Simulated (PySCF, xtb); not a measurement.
PbBrI, SMILES [Pb]([Br])[I] (connectivity only; charge and spin as stated), neutral, multiplicity 1.

GFN2-xTB in xtb at its own geometry gives an orbital gap of 2.68 eV and a dipole moment of 8.21 D.

Geometry optimised at B3LYP-D3(BJ)/def2-SVP. The def2 effective core potentials stand for the cores of I, Pb; spin–orbit coupling is left out.

Problem. What does PBE0/def2-TZVPD run with PySCF give? (An estimate is asked for; the answer gives what the named calculation found.)

Solution. gap 4.03 eV (levels -7.40 and -3.37 eV), dipole 4.18 D.
